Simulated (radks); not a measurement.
Question: These are the eigenvalues of the occupied orbitals of an atom or ion with whole-number occupations (hartree). Method: scalar-relativistic Kohn-Sham, PBE, spin-polarised, spherical densities, finite nucleus; Fermi nuclear charge, rms radius of each element as measured or else 0.836 A^(1/3) + 0.57 fm; computed with a radial shooting solver on a logarithmic mesh with Libxc functionals.

| orbital | eigenvalue |
|---|---|
| 1s up | -2760.518 |
| 1s down | -2760.509 |
| 2s up | -581.7791 |
| 2s down | -581.0063 |
| 2p up | -524.2607 |
| 2p down | -523.6474 |
| 3s up | -217.5975 |
| 3s down | -216.7313 |
| 3p up | -200.5471 |
| 3p down | -199.6670 |
| 3d up | -183.8213 |

Which element is it, and in what charge state? The configuration may be excited. Open shells, if any, are filled with parallel spins first.

Answer: Z = 75, rhenium, charge +53: Re53+ in [Ar] 3d4. The list shows which subshells hold electrons but not how many an open one holds; the 1s level, -2760.5 hartree, gives Z - s = 74.3 by -(Z - s)^2/2, which with screening and relativity narrows Z to a few neighbours, and the depths of the outer levels then fix element, charge and occupations together.
